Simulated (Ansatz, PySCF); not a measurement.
Here is a job for PySCF.
```python
from pyscf import gto, scf, dft

mol = gto.Mole()
mol.atom = '''
    C    -1.07799219    0.02838501    0.00627118
    C     0.34217185   -0.47008600    0.13522217
    N     1.23983392    0.32551057   -0.11379751
    H    -1.55551587   -0.60779227   -0.73783391
    H    -1.53194100   -0.09395255    0.98882234
    H    -1.17645856    1.07337678   -0.30336599
'''
mol.basis = 'cc-pvdz'
mol.spin = 2
mol.verbose = 3
mol.build()

mf = dft.UKS(mol)
mf.xc = 'blyp'
mf.grids.atom_grid = (99, 590)
mf.grids.prune = None
mf.kernel()
```

Q: Write the same job for Ansatz (a program for electronic structure).

A: One answer among several that fit: 
Ansatz 0.2 input:
```yaml
crystal:
  periodic: [false, false, false]
  atoms:
    - {symbol: C, position_ang: [-1.07799219, 0.02838501, 0.00627118]}
    - {symbol: C, position_ang: [0.34217185, -0.47008600, 0.13522217]}
    - {symbol: N, position_ang: [1.23983392, 0.32551057, -0.11379751]}
    - {symbol: H, position_ang: [-1.55551587, -0.60779227, -0.73783391]}
    - {symbol: H, position_ang: [-1.53194100, -0.09395255, 0.98882234]}
    - {symbol: H, position_ang: [-1.17645856, 1.07337678, -0.30336599]}
basis:
  gaussian:
    orbitals: cc-pVDZ
hamiltonian:
  xc: blyp
magnetization: {spin_polarized: true, initial_magnetization: 2}
accuracy: high
```

Both were run: PySCF gave -132.534245 Eh and Ansatz -132.534245 Eh, 0.000 mEh apart.
